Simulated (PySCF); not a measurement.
C8H6N (doublet state).
Geometry (GFN2-xTB, Å), atoms numbered from 1 in this order:
```xyz
15
C8H6N angstrom
C     -2.795    0.325    0.252
C     -1.479    0.058    0.130
C     -0.885   -1.211   -0.308
C      0.449   -1.097   -0.304
C      0.811    0.254    0.136
C      2.093    0.742    0.266
C      3.218   -0.021   -0.016
N      4.157   -0.648   -0.248
C     -0.386    0.938    0.394
H     -3.540   -0.418    0.024
H     -3.146    1.288    0.581
H     -1.467   -2.072   -0.578
H      1.177   -1.841   -0.570
H      2.263    1.757    0.600
H     -0.474    1.953    0.734
```

The hyperfine couplings belong to this conformer and change with its torsions.

The species is `C1=C([CH]C#N)C=CC1=C` [radical].

Theory: UKS B3LYP, pcH-1 on C H N, non-relativistic, mean-field spin-orbit, GIAO (PySCF 2.14.0). Isolated species at its GFN2-xTB geometry (one conformer only). A GFN2-xTB geometry isn't a minimum of the functional, and hyperfine couplings can be far from their values at a DFT geometry. No stability test was run, so a lower SCF solution isn't excluded. ⟨S²⟩ is 0.791 where a pure state has 0.75.

(1) What is the g tensor, term by term?

(2) Average each term over the three axes. Which is largest in size?

(3) What effective moment and Curie constant follow for a powder?

(4) At 9.344 GHz, how far is the centre of the isotropic spectrum from where a free electron (g = 2.002319) resonates?

(5) In a frozen sample, at which fields do the three g values resonate at 9.5, 34, 94 and 263 GHz (hyperfine left aside), and which band first spreads them over more than twice a line width of 0.5 mT?

Results:

(1) 
| Δg (ppm) | 1 | 2 | 3 |
| --- | --- | --- | --- |
| relativistic mass correction | -156 | -156 | -156 |
| gauge correction | -3 | 32 | 32 |
| orbital Zeeman/spin–orbit | 42 | 816 | 933 |
| total | -117 | 692 | 809 |

So g = 2.00220, 2.00301, 2.00313 and g_iso = 2.00278; the tensor is close to axial: the two nearest values differ by 13 % of g3 − g1. Axes: g1 is normal to the molecular plane, g2 points within 14° of the C6–C7 bond and g3 points within 1° of the C2–C9 bond.

(2) The orbital-Zeeman/spin–orbit term 597, the mass correction -156 and the gauge correction 20 ppm, for a total of 461 ppm. The orbital-Zeeman/spin–orbit term is the largest in size. The mass correction is the same along every axis, so the anisotropy comes from the other two: their spans along these axes are 35 (gauge) and 891 ppm (orbital Zeeman/spin–orbit).

(3) With the mean of g² = 4.0111 and S(S+1) = 0.75: μ_eff = √(⟨g²⟩S(S+1)) = 1.734 μB and χT = 0.12505·⟨g²⟩·S(S+1) = 0.376 cm³ K/mol (cgs; spin-Hamiltonian part alone).

(4) B = hν/(g μB) with μB/h = 13.99624 MHz/mT gives 333.42 mT for the free electron and 333.34 mT at g_iso, 0.08 mT lower.

(5) 
| band | GHz | B(g3) mT | B(g2) mT | B(g1) mT | spread mT |
| --- | --- | --- | --- | --- | --- |
| X | 9.5 | 338.85 | 338.87 | 339.00 | 0.16 |
| Q | 34.0 | 1212.71 | 1212.79 | 1213.28 | 0.56 |
| W | 94.0 | 3352.80 | 3353.00 | 3354.35 | 1.55 |
| J | 263.0 | 9380.70 | 9381.25 | 9385.04 | 4.34 |

The spread grows in proportion to the frequency. W band is the first where it exceeds 1.0 mT.

The Mulliken spin populations are largest on C9 (+0.56), C6 (+0.45), C1 (+0.35) and N8 (+0.20). Four atoms exceed +0.15. The angles at C9 add up to 360.0°, so it is planar.

The HOMO–LUMO gaps are 3.53 eV among the α and 3.34 eV among the β orbitals.

Hardware: one thread of an Arm Neoverse V2, no GPU, shared host. Cost: 91 s of wall time (grids of density and orbitals included), 0.97 GiB resident at most.

The SMILES draws the unpaired electron on C6; the largest computed Mulliken spin population is on C9 (0.56 against 0.45).
